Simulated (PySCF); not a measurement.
**ZrOF + H₂O → ZrO(OH) + HF**

Level: PBE0 in the def2-TZVP basis family, computed in PySCF with density fitting; scalar-relativistic core potentials for atoms from Rb on, none lighter, no spin–orbit coupling; open shells unrestricted.

```tsv
species	state and structure	ZPE (kJ/mol)	H(298 K) − H(0) (kJ/mol)	S° (J/(mol K))
ZrOF	doublet, Cs, Zr–F 1.908 Å, Zr–O 1.725 Å; F–Zr–O 108.1°	11.2	11.7	284.3
H₂O	singlet, C2v, O–H 0.960 Å (×2); H–O–H 105.1°	56.5	9.9	188.7
ZrO(OH)	doublet, Cs, O–H 0.958 Å, Zr–O 1.732 Å, Zr–O 1.933 Å; H–O–Zr 131.7°, O–Zr–O 108.0°	40.7	12.9	290.3
HF	singlet, C∞v, H–F 0.920 Å	24.9	8.7	173.6
```

(1) Is the gas-phase reaction uphill or downhill in electronic energy at this level, and by how much?

(2) Add zero-point, thermal and entropy terms for 298.15 K and 1 bar.

Answers

(1) At PBE0/def2-TZVP, ΔE = 37.9 kJ/mol, uphill. 

(2) ΔZPE = -2.1 and Δ[H(298) − H(0)] = 0.0 kJ/mol give ΔH° = 35.8 kJ/mol. ΔS° = -9.1 J/(mol K), so ΔG° = 35.8 − 298.15 × (-0.0091) = 39 kJ/mol and log₁₀K = -6.7.

Open d or f shells are single determinants, so the state found may not be the ground state. Each species is the lowest minimum found with this bonding; other isomers or fragments can lie lower.
